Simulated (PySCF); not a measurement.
NMR data simulated for an unnamed compound:

¹H NMR (600 MHz, computed): δ 5.41 (m, 2H), 4.93 (d, 2H), 2.28 (m, 3H), 1.84 (t, 1H).

¹³C{¹H} NMR (computed): δ 183.6 (C), 108.3 (C), 104.2 (CH), 85.7 (C), 82.7 (CH2), 20.9 (CH3).

Calculated, not measured (PySCF 2.14): GFN2-xTB structure, shielding tensors at PBE0/pcSseg-1 (GIAO). One conformer, no relativistic terms, no solvent, one averaged value for each set of equivalent atoms.

References, each an isolated molecule treated in the same way: ¹H, ¹³C against TMS.

Which of these does the molecule contain: a three-membered ring, a Si–H bond, a C≡C triple bond, a non-aromatic C=C double bond, a ketone, a (CH3)2CH unit?

Answers


- A three-membered ring: no.
- A Si–H bond: yes (δH 4.93 (d)).
- A C≡C triple bond: yes (δC 104.2, 85.7; δH 1.84 (t)).
- A non-aromatic C=C double bond: yes.
- A ketone: no.
- A (CH3)2CH unit: no.

The data belong to `C(/[SiH2]C#C)(CF)=C(\C)F`, C₆H₈F₂Si; they needn't prove each group on their own.

Carbon signals by region: 1 in the far downfield region (above 160 ppm), 2 in the sp2 and nitrile region (100–160 ppm), 2 at 50–100 ppm, 1 below 50 ppm. Above 160 ppm: 183.6, fully substituted alkene carbon.

Splittings by ¹⁹F in the carbon and heteronuclear signals aren't shown, as no couplings were computed. Shifts are as computed. Against solution values, carbons near 30 ppm lie about +3 ppm off and those near 130 ppm about +5 ppm. Of 1309 compounds with measured shifts, 239 miss one by over three times the rms of a fit or turn the order of signals round; such compounds aren't used in these exercises. Multiplicities follow the n + 1 count of equivalent neighbours, as no J values were calculated; m marks all less simple cases, F and P coupling included.
